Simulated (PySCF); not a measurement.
Gas-phase reaction: TaOF3 + 3 F → TaF5 + FO

Energies from PySCF (xtb for GFN2), thermal terms from the rigid-rotor harmonic-oscillator model, ideal gas at 1 bar. † marks an energy on the PBE0/def2-TZVP geometry and frequencies; other levels use their own. CCSD(T) freezes the core. Open shells (unrestricted): F (multiplicity 2, electronic degeneracy 6), FO (multiplicity 2, electronic degeneracy 4); the rest are closed-shell singlets. GFN2 has no spin-polarisation term. Spin-orbit splitting is ignored; it lowers the true energy and changes the entropy of F, FO. Ta: scalar-relativistic def2 core potential, no spin-orbit coupling. TaOF3: computed as isolated molecules; such fragments, hydroxides, amides, oligomers or adducts are transient or little studied in the gas. CCSD(T) isn't extrapolated to the basis-set limit; its ΔH°(298 K) is -531.5 kJ in def2-SVP and -564.0 kJ in def2-TZVPP. The harmonic model lacks anharmonicity and excited electronic states, which grow with temperature; levels with a mode under 35 cm⁻¹ are left out. Soft modes under 120 cm⁻¹ make the harmonic entropy rough for TaF5.

| level | ΔE electronic, kJ | ΔH°(298 K), kJ | ΔS°(298 K), J/K | ΔG°(1800 K), kJ |
|---|---|---|---|---|
| BLYP/def2-TZVP† | -645 | -640 | -241 | -197 |
| CCSD(T)/def2-TZVPP† | -569 | -564 | -241 | -121 |
| GFN2-xTB | -717 | -712 | -245 | -262 |
| PBE/def2-SVP | -714 | -709 | -240 | -268 |
| PBE/def2-TZVP† | -673 | -668 | -241 | -225 |
| PBE0/def2-TZVP | -593 | -588 | -241 | -145 |
| ωB97M-V/def2-TZVP† | -612 | -607 | -241 | -164 |
ΔH° is lowest at GFN2-xTB and highest at CCSD(T)/def2-TZVPP†. No reference value is set beside these.
